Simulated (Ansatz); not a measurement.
Energy needed to pull apart SnH2Cl, doublet, into free ground-state atoms, from the structure below (displaced at random from a GFN2-xTB minimum); no zero-point or spin–orbit terms; open-shell atoms are treated unrestricted, in their ground-state multiplicity.

```tsv
atom	x (Å)	y (Å)	z (Å)
Cl1	-1.9057	0.3154	-0.6610
Sn2	0.3231	-0.1200	-0.6723
H3	0.5208	-1.6547	0.7317
H4	1.3299	1.4410	0.1873
```

Computed with Ansatz 0.2.0 (basis: def2-TZVPP); correlated methods freeze the cores; orbitals are unrestricted. Filled d shells of the heavier atoms are correlated. Core potentials replace the inner electrons of the atoms past krypton. The def2 sets are not built for correlating such inner shells, so the correlated values are less sure here.

| method | atomization energy (kJ/mol) |
| --- | --- |
| PBE-D4 | 752 |
| r2SCAN-D4 | 749 |
| B97M-V | 786 |
| PBE0-D4 | 727 |
| r2SCAN0-D4 | 725 |
| wB97M-V | ? |
| HF | ? |
| MP2 | 668 |
| CCSD | 686 |
| CCSD(T) | 703 |

Question: What does wB97M-V give? (An estimate is asked for; the value comes from the calculation.)

Answer: Computed: 727 kJ/mol, which is about 24 kJ/mol more than CCSD(T)/def2-TZVPP.

Question: What does HF give? (Judge from chemistry; the value comes from the calculation.)

Answer: Computed: 478 kJ/mol, which is about 225 kJ/mol less than CCSD(T)/def2-TZVPP.

In triple zeta the MP2 and coupled-cluster atomization energies are still short of their basis limit by a few kcal/mol a bond, whereas those of the functionals are nearly converged, so these differences are not deviations from converged CCSD(T).

No T1 diagnostic of these runs exceeds 0.020. ⟨S²⟩ of the unrestricted Hartree–Fock references: 0.81 (a pure state has 0.75). The unrestricted reference is spin-contaminated, which hurts MP2 most.

For scale, one of the runs: CCSD(T)/def2-TZVPP forces, 120 basis functions (an equivalent command: `ansatz run in.yaml --threads 4`). The run took 120 s on 4 CPU threads (shared host), with 2.2 GiB of host memory at its peak.
